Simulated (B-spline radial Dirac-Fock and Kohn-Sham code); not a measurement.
Dipole and non-dipole photoemission parameters of Cu⁺ 3d3/2

System: the Cu⁺ ion, [Ar] 3d10; threshold 18.77 eV (orbital energy of the model). These are calculated numbers from an atomic code on a B-spline grid; the model is Dirac-Hartree-Slater photoionisation with a Latter tail; cross sections with all multipoles, angular parameters from the dipole term and its interference with E2.

For linearly polarised light dσ/dΩ = σ/(4π) [1 + β P₂(cos θ) + (δ + γ cos²θ) sin θ cos φ], with θ from the polarisation vector and φ the angle between the beam and the projection of the electron momentum on the plane normal to the polarisation.

```csv
hν (eV),σ (kb),β,γ,δ
63.7,3840,0.356,0.004,0.013
71.5,3680,0.428,0.006,0.014
75.8,3590,0.465,0.007,0.014
77,3560,0.475,0.007,0.014
100,2950,0.643,0.012,0.016
154,1670,0.897,0.029,0.020
188,1180,0.994,0.043,0.023
192,1140,1.004,0.044,0.023
300,434,1.160,0.093,0.029
400,207,1.210,0.146,0.035
509,105,1.222,0.205,0.041
549,?,?,?,?
600,64.5,1.214,0.254,0.046
1000,12.6,1.113,0.432,0.069
1720,1.91,0.923,0.625,0.112
2040,1.03,0.857,0.683,0.131
2130,0.874,0.841,0.697,0.136
2860,0.288,0.729,0.794,0.178
3530,0.127,0.654,0.859,0.216
3890,0.0863,0.620,0.888,0.235
4230,0.0617,0.592,0.912,0.253
4770,0.0380,0.552,0.944,0.281
5414.7,0.0226,0.511,0.975,0.312
5700,0.0183,0.495,0.987,0.326
7910,0.00461,0.398,1.041,0.425
8047.8,0.00428,0.393,1.043,0.431
11900,0.000792,0.296,1.064,0.578
12000,0.000763,0.294,1.064,0.581
12300,0.000685,0.288,1.064,0.592
12900,0.000557,0.278,1.064,0.612
```

**Question.** Give the values at 549 eV.

**Answer.** σ = 84.2 kb, β = 1.220, γ = 0.227, δ = 0.043.
